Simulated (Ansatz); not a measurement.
`C[O][Sn]([F])([CH2][Si](C)(C)C)[O]C` at its PBE0-D4/def2-TZVP geometry, where that method's forces vanish. Total charge 0; spin multiplicity 1. Sn takes the def2 core potential.

```xyz
28

C     2.2031   -2.6706   -1.1796
O     1.1342   -2.0254   -0.5247
Sn    1.3988   -0.3970    0.5141
F     2.9986   -0.7741    1.5210
C    -0.2910    0.0880    1.6621
Si   -1.8121    0.5272    0.6267
C    -2.2419   -0.9384   -0.4512
C    -1.4141    2.0305   -0.4099
C    -3.2179    0.9011    1.8058
O     1.9511    1.0690   -0.6472
C     3.2105    1.0817   -1.2813
H     1.8675   -3.6693   -1.4728
H     3.0827   -2.7833   -0.5357
H     2.5055   -2.1356   -2.0884
H    -0.4826   -0.7797    2.2990
H     0.0054    0.9209    2.3053
H    -3.0974   -0.7065   -1.0913
H    -2.5062   -1.8079    0.1568
H    -1.4075   -1.2327   -1.0938
H    -0.5372    1.8673   -1.0425
H    -1.2043    2.8977    0.2224
H    -2.2581    2.2861   -1.0563
H    -4.1250    1.1629    1.2537
H    -3.4487    0.0379    2.4354
H    -2.9733    1.7407    2.4616
H     4.0253    0.8107   -0.6007
H     3.3959    2.0961   -1.6459
H     3.2387    0.4026   -2.1424
```

Q: What forces (eV/Å) does ωB97M-V/def2-TZVPP give on these atoms in the Gaussian-basis code of Ansatz? (Best estimate.)

A: Computed: 
```
C1   0.254 -0.194 -0.179
O2  -0.182  0.169  0.147
Sn3 -0.088  0.021 -0.009
F4   0.007 -0.002 -0.013
C5   0.086 -0.026  0.023
Si6 -0.032  0.011  0.016
C7  -0.001 -0.024 -0.014
C8   0.013  0.021 -0.015
C9  -0.025  0.007  0.005
O10 -0.242 -0.052  0.146
C11  0.320  0.036 -0.178
H12  0.044  0.088  0.020
H13 -0.073  0.017 -0.042
H14 -0.030 -0.037  0.078
H15 -0.002  0.064 -0.034
H16 -0.034 -0.053 -0.036
H17  0.052 -0.014  0.037
H18  0.016  0.048 -0.033
H19 -0.043  0.018  0.031
H20 -0.050  0.007  0.031
H21 -0.011 -0.049 -0.035
H22  0.051 -0.015  0.037
H23  0.054 -0.016  0.039
H24  0.014  0.052 -0.038
H25 -0.015 -0.051 -0.040
H26 -0.072  0.017 -0.045
H27 -0.003 -0.097  0.027
H28 -0.010  0.054  0.075
```
